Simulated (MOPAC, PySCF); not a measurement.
HBCl2O, SMILES `OB(Cl)Cl` (H–O–B–Cl torsion 180°), neutral singlet in the gas phase. 

Cartesian coordinates (Å):
SMILES: OB(Cl)Cl
```xyz
5

O     -0.8263    -0.7158    -0.0013
B      0.3123    -0.0081     0.0019
Cl     1.8339    -0.8626     0.0156
Cl     0.2964     1.7533    -0.0073
H     -1.6162    -0.1668    -0.0089
```
Charge 0, spin multiplicity 1.

All levels are single points at this geometry (PBE0-D3(BJ)/def2-TZVP); Pople sets use spherical d functions. Orbital energies aren't observables, and empty levels follow the basis.

PM7 in MOPAC gives HOMO (eV) = -11.39.

**Question.** Estimate the HOMO (eV) from each of these levels: PBE0-D3(BJ)/def2-TZVP in PySCF; B3LYP/3-21G in PySCF; B3LYP/6-311+G** in PySCF; M06-2X/6-31G* in PySCF; HF/3-21G in PySCF.

**Answer.** 
```json
[
 {"level": "PBE0-D3(BJ)/def2-TZVP in PySCF", "HOMO (eV)": "-9.08"},
 {"level": "B3LYP/3-21G in PySCF", "HOMO (eV)": "-8.83"},
 {"level": "B3LYP/6-311+G** in PySCF", "HOMO (eV)": "-8.87"},
 {"level": "M06-2X/6-31G* in PySCF", "HOMO (eV)": "-10.37"},
 {"level": "HF/3-21G in PySCF", "HOMO (eV)": "-12.69"}
]
```
